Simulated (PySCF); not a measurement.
**Ionisation energy of Cr¹⁶⁺ by level of theory**

Cr¹⁶⁺ [He] 2s2 2p4 [2p1/2^2 2p3/2^2, M_J = 2] → Cr¹⁷⁺ [He] 2s2 2p3 [2p1/2^2 2p3/2^1, M_J = 3/2], as a difference of total energies. All numbers are calculated (PySCF 2.14, the two-component X2C-1e Hamiltonian, in an even-tempered Gaussian basis (18 s from 3.4 bohr⁻², ratio 2.4; 11 p from 4.4 bohr⁻², ratio 2.4; 5 d from 19 bohr⁻², ratio 2.6; 5 f from 29 bohr⁻², ratio 2.6)). Correlated levels: nothing frozen; the 30 highest virtual spinors dropped. "Screened" scales the spin-orbit matrix elements by Boettger's factors to mimic the two-electron term; Breit and QED terms are absent.

```
                    method  ionisation energy (eV)
           GHF (spin-free)                  1183.1
          GMP2 (spin-free)                  1184.6
 GHF (screened spin-orbit)                  1186.1
GMP2 (screened spin-orbit)                  1187.6
```

The labels give the starting determinants; with spin-orbit coupling the two ends relaxed to ⟨J²⟩ = 6.00, ⟨L²⟩ = 2.29, ⟨S²⟩ = 1.85 and ⟨J²⟩ = 3.75, ⟨L²⟩ = 0.11, ⟨S²⟩ = 3.60.

For comparison: 1188 ± 2.1 eV (semi-empirical (NIST evaluation); NIST Atomic Spectra Database, ionization energies).
